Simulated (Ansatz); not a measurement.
`ClC1([TeH])CC1`, one more setting.

```yaml
crystal:
  periodic: [false, false, false]
  atoms:
    - {symbol: Cl, position_ang: [-2.119331, 0.583973, 0.182286]}
    - {symbol: C, position_ang: [-0.556335, -0.223668, -0.005892]}
    - {symbol: Te, position_ang: [-0.497310, -1.814365, -1.329996]}
    - {symbol: C, position_ang: [0.391884, -0.128928, 1.133255]}
    - {symbol: C, position_ang: [0.585615, 0.791899, -0.005359]}
    - {symbol: H, position_ang: [-0.644614, -0.986536, -2.682490]}
    - {symbol: H, position_ang: [1.028593, -1.012780, 1.299193]}
    - {symbol: H, position_ang: [0.020789, 0.312914, 2.093071]}
    - {symbol: H, position_ang: [0.449414, 1.839593, 0.124078]}
    - {symbol: H, position_ang: [1.458573, 0.584080, -0.711979]}
basis:
  gaussian: {orbitals: def2-TZVPP}
hamiltonian: {xc: {name: HF}}
correlation: {method: mp2}
scf: {lower_state_search: off}
output: {forces: true}
```

```sh
$ ansatz run in.yaml --threads 4 --pin off --events-out ev --progress --plain --max-ram 10444MiB
```

Shortened log:

```
Functional definition: HF
1682 factors; integrals over basis functions are off by at most 1.1e-3 eV
mean field evaluation 1: about -22935.9821 eV, gradient 3.1e1 eV
mean field evaluation 2: about -22936.3007 eV, gradient 3.1e1 eV
mean field evaluation 4: about -22939.2135 eV, gradient 3.9e0 eV
mean field evaluation 8: about -22939.2751 eV, gradient 3.0e-1 eV
mean field -22939.27553621 eV, -843.0028271562 hartree, gradient 2.0e-6 eV, S^2 0.000000; 0 other end points of the search recorded, 0 dependent functions left out
12 core orbitals not correlated: weight in the atoms' cores, before any rotation towards them, 1.000 or more for the frozen orbitals, at most 0.000 for the correlated occupied ones
reference -22939.27553621 eV, -843.0028271562 hartree; 20, 20 occupied and 223, 223 virtual orbitals, 1682 factors
second order -31.68704256 eV of doubles, -0.00000000 eV of singles
mean field evaluation 16: about -22938.9355 eV, gradient 1.3e0 eV
Total energy: -22970.96257877 eV, -844.1673044922 hartree
Atom 0 at    -2.119331     0.583973     0.182286 Å, force    -0.194203    -0.226475     0.192950 eV/Å
Atom 1 at    -0.556335    -0.223668    -0.005892 Å, force    -0.297696     1.963419    -0.553036 eV/Å
Atom 2 at    -0.497310    -1.814365    -1.329996 Å, force     0.168887    -1.273371     0.691458 eV/Å
Atom 3 at     0.391884    -0.128928     1.133255 Å, force     0.032664    -0.838257     2.299397 eV/Å
Atom 4 at     0.585615     0.791899    -0.005359 Å, force     2.386106    -1.149654    -1.921556 eV/Å
Atom 5 at    -0.644614    -0.986536    -2.682490 Å, force    -0.088227     0.715191    -0.632436 eV/Å
Atom 6 at     1.028593    -1.012780     1.299193 Å, force    -0.117948     0.738426    -0.212314 eV/Å
Atom 7 at     0.020789     0.312914     2.093071 Å, force     0.201955    -0.511112    -1.146991 eV/Å
Atom 8 at     0.449414     1.839593     0.124078 Å, force    -0.683523     0.429772     0.175419 eV/Å
Atom 9 at     1.458573     0.584080    -0.711979 Å, force    -1.408014     0.152060     1.107109 eV/Å
Dipole moment:     0.348517     0.033402     0.026883 e Å
Checks for a lower state left out: starts, cluster_reference, orbital_swaps, neighbouring_geometries, increment
```

Hardware: 4 threads of an Intel Xeon 6975P-C on a shared host. Wall time 8 s, peak host memory 0.84 GiB.
